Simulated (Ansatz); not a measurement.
F₂GeHSe (`[F][Ge]([F])[SeH]`) radical. The species carries charge 0 and has multiplicity 2. Geometry: relaxed with PBE0-D4/def2-TZVP. It is one conformer, not always the lowest.

```xyz
5

F    -1.227    1.366   -0.301
Ge   -0.026    0.210   -0.790
F    -0.945   -0.986   -1.646
Se    0.872   -0.936    1.088
H     1.325    0.346    1.649
```

**Question.** What is the dipole moment at ωB97M-V/def2-TZVPP? (An estimate is asked.)

**Answer.** Ansatz gave: 2.64 D, with components (2.48, 0.45, 0.77) D in this frame, pointing from negative to positive charge.

**Question.** And with PBE, r2SCAN, B3LYP? (Estimate.)

**Answer.** Computed: PBE 2.44 D, r2SCAN 2.52 D, B3LYP 2.66 D.

**Question.** Give the Mulliken charges with ωB97M-V, r2SCAN, B3LYP in def2-TZVPP. (An estimate is asked.)

**Answer.** The calculation gave: 
| atom | ωB97M-V | r2SCAN | B3LYP |
| --- | --- | --- | --- |
| F1 | -0.35 | -0.34 | -0.35 |
| Ge2 | 0.78 | 0.78 | 0.78 |
| F3 | -0.35 | -0.35 | -0.35 |
| Se4 | -0.17 | -0.18 | -0.15 |
| H5 | 0.10 | 0.09 | 0.08 |

B3LYP here is the variant with VWN-RPA as its local correlation; programs differ in this.
